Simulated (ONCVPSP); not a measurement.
**Building the ONCV potential for nitrogen (PBEsol, scalar-relativistic).**

* Element: nitrogen (N)
* Generator: ONCVPSP 4.0.1
* Type: optimised norm-conserving Vanderbilt (ONCV)
* Functional: PBEsol
* Relativity: scalar-relativistic
* Frozen core: [He]
* Valence charge: 5
* Reference configuration: 2s2 2p3
* Partial waves: 2s: rc 1.00 bohr, ncon 4, nbas 8, qcut 5.1 1/bohr, 2 projectors, debl 3 Ha; 2p: rc 2.00 bohr, ncon 3, nbas 6, qcut 7.4 1/bohr, 3 projectors, debl 0.7 Ha; d scattering state at 0.25 Ha: rc 1.50 bohr, ncon 4, nbas 7, qcut 7.2 1/bohr, 1 projector
* Local potential: polynomial inside 0.85 bohr (lpopt 5, dvloc0 6 Ha)
* Core correction: polynomial model core, fcfact 0.7

(1) Estimate the cutoffs (Ha) at which the residual kinetic energy of the hardest occupied pseudo-wave falls to 1 and 0.1 mHa per electron.

(2) What does a ghost test show?

(3) Which valence shell sets the plane-wave cutoff?

## Answers

(1) 133 Ha and 173 Ha.

(2) No bound ghost flagged; no localised positive-energy state flagged.

(3) 2s: 133 Ha for 1 mHa per electron, against 17 Ha for 2p.

Its largest configuration-test error is +1540 meV (2s2 2p0), which is poor. 1 of 4 tests not solved or not reliable.
